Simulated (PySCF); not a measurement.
The vertical singlet excitations below were computed for one of the candidates. Method: TDDFT PBE0/def2-SVPD, vertical, gas phase, core orbitals frozen in the response (PySCF). Geometries: GFN2-xTB, one conformer each.

```json
{"state": "S1", "λ (nm)": "236.3", "f": "0.0003"}
{"state": "S2", "λ (nm)": "209.1", "f": "0.014"}
{"state": "S3", "λ (nm)": "192.2", "f": "0.016"}
{"state": "S4", "λ (nm)": "185.4", "f": "0.0088"}
{"state": "S5", "λ (nm)": "183.9", "f": "0.031"}
{"state": "S6", "λ (nm)": "177.8", "f": "0.043"}
```

Triplets computed (Tamm–Dancoff): 4.77, 5.68 eV.

Orbital energies (eV): HOMO-3 -9.62, HOMO-2 -9.60, HOMO-1 -9.35, HOMO -6.82, LUMO -0.07, LUMO+1 0.33, LUMO+2 0.77.

Question: Which candidate is it?
A. `C#Cc1cnsn1`
B. `CSCCC#N`
C. `Cn1ncc(F)n1`

Answer: B. Its S1 lies at 5.25 eV; the nearest of the others has S1 at 4.82 eV. S1 is HOMO→LUMO (91%). Löwdin shares by element: HOMO sulfur 71%, carbon 20% or more; LUMO sulfur 42%, carbon 28% or more (atoms not listed hold the other 30%). At the same level the other candidates give, for their lowest levels:
- `Cn1ncc(F)n1`: 192 nm (f 0.060); 192 nm (f 0.120); 169 nm (f 0.032); 164 nm (f 0.008); 163 nm (f 0.037); T1 4.75 eV; HOMO -7.70, LUMO -0.41 eV
- `C#Cc1cnsn1`: 257 nm (f 0.000); 249 nm (f 0.250); 235 nm (f 0.001); 209 nm (f 0.000); 205 nm (f 0.040); T1 3.46 eV; HOMO -7.64, LUMO -2.04 eV

Conformer computed: `[CH3:1][S:2][CH2:3][CH2:4][C:5]#[N:6]`: C1–S2–C3–C4 180°, S2–C3–C4–C5 180°.
